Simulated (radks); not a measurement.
All-electron atom: the technetium ion Tc2+ in [Kr] 4d4.75 5d0.25 (fractional occupations, a model configuration).

All-electron calculation, Dirac Kohn-Sham, PW91, spin-unpolarised, spherical densities, finite nucleus; open shells fill j = l - 1/2 first; Fermi nuclear charge, rms radius 4.4112 fm. Program: a radial shooting solver on a logarithmic mesh with Libxc functionals.

Energy parts (Ry):
part                        energy
total                  -8571.92980
kinetic                 8903.93673
electron-nucleus      -20658.39778
Hartree                 3440.02238
exchange-correlation    -257.49114

Orbitals (lengths in bohr, moments of r in powers of bohr; <r^-3> diverges for s and p1/2; r(max) is where P^2 peaks):
[
 {"orbital": "1s1/2", "occ.": "2", "eigenvalue (Ry)": "-1534.554", "r(max)": "0.02228", "<r^-3>": "-", "<1/r>": "44.71", "<r^4>": "6.519e-06", "small-component weight": "2.46e-02"},
 {"orbital": "2s1/2", "occ.": "2", "eigenvalue (Ry)": "-220.0345", "r(max)": "0.1263", "<r^-3>": "-", "<1/r>": "10.20", "<r^4>": "0.001196", "small-component weight": "5.07e-03"},
 {"orbital": "2p1/2", "occ.": "2", "eigenvalue (Ry)": "-203.0281", "r(max)": "0.09812", "<r^-3>": "-", "<1/r>": "10.18", "<r^4>": "0.0007906", "small-component weight": "5.08e-03"},
 {"orbital": "2p3/2", "occ.": "4", "eigenvalue (Ry)": "-194.3322", "r(max)": "0.1020", "<r^-3>": "2595", "<1/r>": "9.669", "<r^4>": "0.0008902", "small-component weight": "4.91e-03"},
 {"orbital": "3s1/2", "occ.": "2", "eigenvalue (Ry)": "-39.42302", "r(max)": "0.3725", "<r^-3>": "-", "<1/r>": "3.507", "<r^4>": "0.06037", "small-component weight": "1.37e-03"},
 {"orbital": "3p1/2", "occ.": "2", "eigenvalue (Ry)": "-32.88511", "r(max)": "0.3594", "<r^-3>": "-", "<1/r>": "3.408", "<r^4>": "0.06190", "small-component weight": "1.31e-03"},
 {"orbital": "3p3/2", "occ.": "4", "eigenvalue (Ry)": "-31.43088", "r(max)": "0.3688", "<r^-3>": "440.0", "<1/r>": "3.285", "<r^4>": "0.06827", "small-component weight": "1.27e-03"},
 {"orbital": "3d3/2", "occ.": "4", "eigenvalue (Ry)": "-19.85722", "r(max)": "0.3098", "<r^-3>": "64.98", "<1/r>": "3.102", "<r^4>": "0.06894", "small-component weight": "1.15e-03"},
 {"orbital": "3d5/2", "occ.": "6", "eigenvalue (Ry)": "-19.57769", "r(max)": "0.3125", "<r^-3>": "61.80", "<1/r>": "3.070", "<r^4>": "0.07115", "small-component weight": "1.14e-03"},
 {"orbital": "4s1/2", "occ.": "2", "eigenvalue (Ry)": "-6.71930", "r(max)": "0.9492", "<r^-3>": "-", "<1/r>": "1.298", "<r^4>": "2.411", "small-component weight": "3.20e-04"},
 {"orbital": "4p1/2", "occ.": "2", "eigenvalue (Ry)": "-4.80656", "r(max)": "1.006", "<r^-3>": "-", "<1/r>": "1.179", "<r^4>": "3.585", "small-component weight": "2.72e-04"},
 {"orbital": "4p3/2", "occ.": "4", "eigenvalue (Ry)": "-4.58844", "r(max)": "1.030", "<r^-3>": "66.09", "<1/r>": "1.143", "<r^4>": "3.970", "small-component weight": "2.61e-04"},
 {"orbital": "4d3/2", "occ.": "4", "eigenvalue (Ry)": "-1.78323", "r(max)": "1.251", "<r^-3>": "5.564", "<1/r>": "0.8371", "<r^4>": "16.73", "small-component weight": "1.49e-04"},
 {"orbital": "4d5/2", "occ.": "0.75", "eigenvalue (Ry)": "-1.75997", "r(max)": "1.262", "<r^-3>": "5.256", "<1/r>": "0.8286", "<r^4>": "17.37", "small-component weight": "1.47e-04"},
 {"orbital": "5d3/2", "occ.": "0.25", "eigenvalue (Ry)": "-0.55825", "r(max)": "4.592", "<r^-3>": "0.5741", "<1/r>": "0.2511", "<r^4>": "1348", "small-component weight": "2.02e-05"},
 {"orbital": "5d5/2", "occ.": "0", "eigenvalue (Ry)": "-0.55584", "r(max)": "4.620", "<r^-3>": "0.5505", "<1/r>": "0.2500", "<r^4>": "1373", "small-component weight": "2.01e-05"}
]

The highest occupied level is 5d3/2 at -7.595 eV. The electron density at the nucleus is 1.002e+05 e/bohr^3.
